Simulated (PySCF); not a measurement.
Computed properties of C3H3, SMILES C(#C)[CH2]

C₃H₃, SMILES C#C[CH2] (connectivity only; charge and spin as stated), charge +1, multiplicity 1. Coordinates come from a PBE0-D3(BJ)/def2-TZVP optimisation. The multiplicity is an assumed one; other spin states were not compared. The isomer is the one that the SMILES or the coordinates give; other isomers of the formula were not compared. The values are those of a single conformer. All values are computed for the isolated molecule unless a solvent is named; none is compared with measurement here.

**Structure.** The optimised structure has C2v symmetry. All 12 harmonic modes at PBE0-D3(BJ)/def2-TZVP (PySCF) are real, so it is a minimum. With heavy atoms numbered as in [CH:1]#[C:2][CH2:3], the shortest bond between them is C1–C2 at 1.224 Å and the longest C2–C3 at 1.340 Å.

**Vibrations.** The strongest infrared lines (harmonic, unscaled, degenerate partners summed) lie at 2148 cm⁻¹ (392 km/mol, C 92 %, H 8 %), 3374 cm⁻¹ (115 km/mol, H 86 %, C 14 %), 643 cm⁻¹ (60 km/mol, H 81 %, C 19 %). The softest mode is at 268 cm⁻¹ and the zero-point energy is 26.8 kcal/mol.

**Electronic structure.** M06-2X/def2-TZVPD (PySCF) places the frontier levels at -16.67 and -10.09 eV, a gap of 6.58 eV and a mean polarisability of 30.6 bohr³.

**Excitations.** TDA-B3LYP/def2-SVPD (PySCF) has S1 at 2.28 eV (545 nm, f = 0.000, dark); the most intense of the 10 singlets computed lies at 9.76 eV (f = 1.13). T1 (TDA) is at 1.81 eV, 0.47 eV under S1.

**NMR.** GIAO shifts at B3LYP/pcSseg-2 (PySCF) (non-relativistic, atoms alike by connectivity averaged): ¹³C from 141.8 to 376.2 ppm against TMS; ¹H from 10.9 to 19.3 ppm against TMS.
